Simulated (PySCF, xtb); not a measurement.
InClI2, SMILES [I][In]([I])[Cl].

Harmonic wavenumbers (cm⁻¹) from GFN2-xTB (xtb) at its own minimum, in rising order: 49, 66, 74, 179, 257, 320.

What does PBE-D3(BJ)/def2-SVP in PySCF give at its own minimum? (Estimate from the structure and the level; the computed values follow.)

47, 71, 74, 164, 227, 359. Paired by order, the mean absolute difference is 15 cm⁻¹ and the zero-point energies are 1.4 and 1.3 kcal/mol.
